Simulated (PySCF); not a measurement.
BaF2, SMILES [F][Ba][F] at its CAM-B3LYP/def2-SVP optimised geometry (Å):

```
3

Ba    -0.6330    -1.0097     0.0000
F     -1.6104     1.0097     0.0000
F      1.6104    -1.0097     0.0000
```

Computed with PySCF 2.14.0 with CAM-B3LYP/def2-TZVP, def2 effective core potentials past Kr. The core electrons that the potentials of Ba replace are not part of the density. Cells within 0.4 Å of a nucleus heavier than hydrogen are left out (blank, or x).

Map of the HOMO amplitude (bohr^(-3/2)), clipped to [-0.25, 0.25] on the plane z = 0.0 Å; orbital energy -9.68 eV, overall sign arbitrary:

```
|555555555555555555555544444|
|555555555555555555555444444|
|555555555555555555554444444|
|555555555555555555554444444|
|555555555555555555544444444|
|555555555555555555544444444|
|555555566655555555444444444|
|555555667665555554444444444|
|555555689865555554444444444|
|5444455xx965555544444444444|
|4444443xxx55555444444444444|
|444443200244455444444444444|
|444443311344445444444444444|
|444444433444455544433444444|
|444444445555545554322344444|
|44444555565x445555101344444|
|5555555566xxx4457xxx0344444|
|5555555666xxx34689xx2344444|
|455555556544334578864444444|
|455555555543334566655444444|
|455555555443344555555544444|
|445555554444444555555544444|
|444555554444444455555554444|
|444455544444444455555554444|
|444445544444444455555544444|
|444444444444444445555444444|
|444445554444444445544444444|
```
Scale: ten equal steps from -0.250 (start of '0') to 0.250 (end of '9'), in the order '0123456789'; x runs from -4.00 to 4.00, y from -4.00 (bottom) to 4.00 (top).
